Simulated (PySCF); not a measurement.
Isomers of C6H4F4O, one GFN2-xTB conformer each. Single-point energies are computed at PBE0/pcSseg-1 (PySCF, gas phase, no added dispersion term), electronic only.

```csv
SMILES,GFN2-xTB relative energy (kcal/mol)
C=C/C=C(/C(=O)F)C(F)(F)F,27.0
FC1=CC(OC(F)(F)F)=CC1,0.0
```

Conformers: `[CH2:1]=[CH:2]/[CH:3]=[C:4](/[C:5](=[O:6])[F:7])[C:8]([F:9])([F:10])[F:11]` with C1–C2–C3–C4 179°, C3–C4–C5–O6 180°; `[F:1][C:2]1=[CH:3][C:4]([O:5][C:6]([F:7])([F:8])[F:9])=[CH:10][CH2:11]1` with C3–C4–O5–C6 180°.

What does PBE0/pcSseg-1 give for the same structures?

```json
{"SMILES": "C=C/C=C(/C(=O)F)C(F)(F)F", "PBE0/pcSseg-1 E (Eh)": "-704.83480", "PBE0/pcSseg-1 (kcal/mol)": "0.0", "GFN2-xTB (kcal/mol)": "27.0", "point group": "near Cs"}
{"SMILES": "FC1=CC(OC(F)(F)F)=CC1", "PBE0/pcSseg-1 E (Eh)": "-704.82318", "PBE0/pcSseg-1 (kcal/mol)": "7.3", "GFN2-xTB (kcal/mol)": "0.0", "point group": "Cs"}
```

GFN2-xTB puts FC1=CC(OC(F)(F)F)=CC1 lowest instead. As drawn, the lower has a C=O bond, which the higher lacks.

Which frontier levels, dipoles and rotational constants go with these structures?

```json
{"SMILES": "C=C/C=C(/C(=O)F)C(F)(F)F", "HOMO (eV, PBE0/pcSseg-1)": "-8.28", "LUMO (eV)": "-3.01", "dipole (D)": "5.48", "A, B, C (MHz)": "1296, 973.7, 615.9"}
{"SMILES": "FC1=CC(OC(F)(F)F)=CC1", "HOMO (eV, PBE0/pcSseg-1)": "-6.79", "LUMO (eV)": "-0.98", "dipole (D)": "1.95", "A, B, C (MHz)": "3236, 552.3, 515.0"}
```
